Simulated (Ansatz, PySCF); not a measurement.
Molecule: CsO (charge 0, doublet). 
Geometry from a B3LYP-D3(BJ)/def2-TZVP (Ansatz, a program for electronic structure) optimisation:
```
Cs
O 1 2.3786
```
Charge 0, spin multiplicity 2.

Total electronic energies in hartree. Cores are frozen in the correlated levels unless marked. Open shells are spin-unrestricted. No spin-orbit coupling. Frozen are the shells of the preceding noble gas and the d and f shells that filled before the atom's block. The outer core of K, Ca and their heavier congeners is not correlated, a term that matters for these elements. In def2 rows, elements after Kr have scalar-relativistic effective core potentials. Basis-set limits of correlation are two-point, X^-3; Hartree-Fock from the larger set. [CCSD(T)-MP2]/basis is that difference in the basis named.

```tsv
level	program	energy (Eh)
HF/def2-TZVPPD	Ansatz	-94.71355
HF/def2-QZVPPD	Ansatz	-94.71754
RI-HF/def2-QZVPP	Ansatz	-94.71726
PBE-D3(BJ)/def2-TZVPD	Ansatz + dftd3	-95.27984
revPBE-D4/def2-TZVPD	Ansatz + dftd4	-95.36090
r2SCAN-D3(BJ)/def2-TZVPD	Ansatz + dftd3	-95.32672
B97M-V/def2-TZVPD	Ansatz	-95.33622
B3LYP-D4/def2-TZVPD	Ansatz + dftd4	-95.36028
B3LYP/def2-TZVPD	Ansatz	-95.35914
PBE0/def2-SVP	Ansatz	-95.16199
PBE0-D3(BJ)/def2-TZVPD	Ansatz + dftd3	-95.26951
PBE0/def2-QZVPP	Ansatz	-95.27560
MN15-D3(BJ)/def2-TZVPD	PySCF + dftd3	-95.23593
HSE06-D3(BJ)/def2-TZVPD	Ansatz + dftd3	-95.26442
MP2/def2-SVP	Ansatz	-94.75783
MP2/def2-QZVPPD	Ansatz	-94.94351
SCS-MP2/def2-QZVPP	Ansatz	-94.94050
SCS-MP2/def2-QZVPPD	Ansatz	-94.94140
CCSD(T)/def2-TZVPP	Ansatz	-94.93065
CCSD(T)/def2-TZVPPD	Ansatz	-94.93763
CCSD(T)/def2-QZVPP	Ansatz	-94.95723
RI-MP2/CBS(def2-TZVPPD,def2-QZVPPD)+[CCSD(T)-MP2]/def2-TZVPPD	Ansatz	-94.9721
CCSD(T)/CBS(def2-TZVPPD,def2-QZVPPD)	Ansatz	-94.9704
```

Totals of different functionals don't rank their quality; only differences between species are comparable.
